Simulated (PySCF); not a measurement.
17O chemical shifts

[PySCF 2.14.0 with density-fitted response routines: geometry from GFN2-xTB; GIAO PBE0/pcSseg-1 shieldings; no relativistic terms; isolated molecule; averaged over atoms made equivalent by symmetry, fast rotation or ring inversion; one conformer]

Shieldings were converted by a linear fit to measured shifts: 17O (scatter 10.7 ppm rms, 12.2 ppm with the 3 outliers that the fit left out vs liquid water, solution or neat liquid). A few per cent of atoms miss by over 2 rms, more outside the fitted compound classes.

Question: Give the 17O shifts of `C/C=C(\C)C(=O)O`, `C/C=C(\C)C(=O)O`, `C1OCC12COC2`, `CC(C)OC(=O)[SiH2]CC#N`, `O=C(F)c1ccc(O)cc1`, `C=Cc1coc(C(=O)F)c1`.

Answer: 
```json
{"compound": "[CH3:1]/[CH:2]=[C:3](\\[CH3:4])[C:5](=[O:6])[OH:7]", "environment": "O6: carbonyl oxygen", "δ (ppm)": "349.2"}
{"compound": "[CH3:1]/[CH:2]=[C:3](\\[CH3:4])[C:5](=[O:6])[OH:7]", "environment": "O7: acid hydroxyl oxygen", "δ (ppm)": "139.3"}
{"compound": "[CH3:1]/[CH:2]=[C:3](\\[CH3:4])[C:5](=[O:6])[OH:7]", "environment": "O6: carbonyl oxygen", "δ (ppm)": "349.2"}
{"compound": "[CH3:1]/[CH:2]=[C:3](\\[CH3:4])[C:5](=[O:6])[OH:7]", "environment": "O7: acid hydroxyl oxygen", "δ (ppm)": "139.3"}
{"compound": "C1OCC12COC2", "environment": "ether oxygen (×2)", "δ (ppm)": "-40.2"}
{"compound": "[CH3:1][CH:2]([CH3:3])[O:4][C:5](=[O:6])[SiH2:7][CH2:8][C:9]#[N:10]", "environment": "O6: ester carbonyl oxygen", "δ (ppm)": "428.8"}
{"compound": "[CH3:1][CH:2]([CH3:3])[O:4][C:5](=[O:6])[SiH2:7][CH2:8][C:9]#[N:10]", "environment": "O4: ester alkoxy oxygen", "δ (ppm)": "213.6"}
{"compound": "[O:1]=[C:2]([F:3])[c:4]1[cH:5][cH:6][c:7]([OH:8])[cH:9][cH:10]1", "environment": "O1: carbonyl oxygen", "δ (ppm)": "341.2"}
{"compound": "[O:1]=[C:2]([F:3])[c:4]1[cH:5][cH:6][c:7]([OH:8])[cH:9][cH:10]1", "environment": "O8: phenol-type oxygen", "δ (ppm)": "88.9"}
{"compound": "[CH2:1]=[CH:2][c:3]1[cH:4][o:5][c:6]([C:7](=[O:8])[F:9])[cH:10]1", "environment": "O8: carbonyl oxygen", "δ (ppm)": "347.7"}
{"compound": "[CH2:1]=[CH:2][c:3]1[cH:4][o:5][c:6]([C:7](=[O:8])[F:9])[cH:10]1", "environment": "O5: aromatic ring oxygen", "δ (ppm)": "239.3"}
```

In solution the two oxygens of a carboxylic acid give one averaged line by proton exchange, and hydrogen bonding shields acid and N–H amide carbonyl oxygens by tens of ppm; neither is in these numbers.
